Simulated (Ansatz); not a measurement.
CrF₂, relaxed as a quintet with UKS B3LYP-D4/def2-TZVP in Ansatz, starting from the GFN2-xTB geometry. Force threshold 0.02 eV/Å.

Start:

```xyz
3

Cr    0.000   -0.001    0.000
F    -1.303    0.617    0.921
F     1.303   -0.616   -0.921
```

```json
{"step": "1", "energy (eV)": "-33860.4262", "largest force component (eV/Å)": "2.321", "SCF passes": "299"}
{"step": "2", "energy (eV)": "-33860.5544", "largest force component (eV/Å)": "1.029", "SCF passes": "108"}
{"step": "3", "energy (eV)": "-33860.5917", "largest force component (eV/Å)": "0.122", "SCF passes": "110"}
{"step": "4", "energy (eV)": "-33860.5923", "largest force component (eV/Å)": "0.005", "SCF passes": "180"}
{"step": "5", "energy (eV)": "-33860.5924", "largest force component (eV/Å)": "0.003", "SCF passes": "56"}
{"step": "6", "energy (eV)": "-33860.5924", "largest force component (eV/Å)": "0.008", "SCF passes": "174"}
{"step": "7", "energy (eV)": "-33860.5924", "largest force component (eV/Å)": "0.011", "SCF passes": "174"}
{"step": "8", "energy (eV)": "-33860.5924", "largest force component (eV/Å)": "0.016", "SCF passes": "161"}
{"step": "9", "energy (eV)": "-33860.5925", "largest force component (eV/Å)": "0.023", "SCF passes": "161"}
{"step": "10", "energy (eV)": "-33860.5927", "largest force component (eV/Å)": "0.022", "SCF passes": "157"}
{"step": "11", "energy (eV)": "-33860.5934", "largest force component (eV/Å)": "0.040", "SCF passes": "157"}
{"step": "12", "energy (eV)": "-33860.5970", "largest force component (eV/Å)": "0.077", "SCF passes": "58"}
{"step": "13", "energy (eV)": "-33860.6355", "largest force component (eV/Å)": "0.576", "SCF passes": "60"}
{"step": "14 (rejected)", "energy (eV)": "-33860.5737", "largest force component (eV/Å)": "1.330", "SCF passes": "64"}
{"step": "15", "energy (eV)": "-33860.6747", "largest force component (eV/Å)": "0.238", "SCF passes": "63"}
{"step": "16", "energy (eV)": "-33860.6840", "largest force component (eV/Å)": "0.007", "SCF passes": "68"}
```

Force components are those of the run's own axes.

End:

```xyz
3

Cr   -0.064   -0.389    0.170
F    -1.229    0.791    0.806
F     1.293   -0.402   -0.976
```

By distances, no bond broke or formed. The bond that changes most is Cr1–F3, from 1.71 to 1.78 Å (atoms count from 1).

The force fell under the threshold at step 4, but the optimiser went on and released 0.092 eV more. No frequencies were taken in this run, so the end may be a saddle point.

Hardware: 2 threads of Arm Neoverse V2 on a shared host. Wall time 2.9 min.
